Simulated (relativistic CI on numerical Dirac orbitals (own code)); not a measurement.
**Pr4+: 4d photoemission**

Computed with this model: Dirac-Coulomb-Breit CI, separate exchange-only KLI orbitals for each configuration, model QED (radiative potential, 1s self-energy scaled to tabulated hydrogen-like ionisation energies), valence Slater integrals scaled by 0.8, multiplet model of photoemission in the sudden approximation; configurations [Xe] 4f → [Kr] 4d9 4f 5s2 5p6; 80 K; Lorentzian 1 eV and Gaussian 0.6 eV FWHM. Energies are those of the free ion, without screening or charge transfer. The energies are binding energies and can lie tens of eV above those of solids. S is read from ⟨S²⟩ = S(S + 1).

free ion: ground-state S = 0.50, centroid 173.33 eV. Peaks (eV, height): 168.0 (22), 170.6 (75), 171.8 (100), 174.4 (68), 177.6 (31), 198.0 (8).

Strongest unbroadened transitions for free ion:

| Energy (eV) | Relative strength |
| --- | --- |
| 167.40 | 9.5 |
| 167.97 | 22.7 |
| 169.10 | 12.0 |
| 170.43 | 100.0 |
| 171.50 | 34.9 |
| 171.61 | 46.4 |
| 171.92 | 78.5 |
| 172.15 | 10.5 |
| 173.04 | 20.6 |
| 173.40 | 19.3 |
| 173.97 | 7.5 |
| 174.38 | 79.7 |
| 175.13 | 41.0 |
| 175.25 | 5.0 |
| 176.18 | 22.0 |
| 176.70 | 3.2 |
| 177.62 | 46.0 |
| 198.06 | 14.0 |
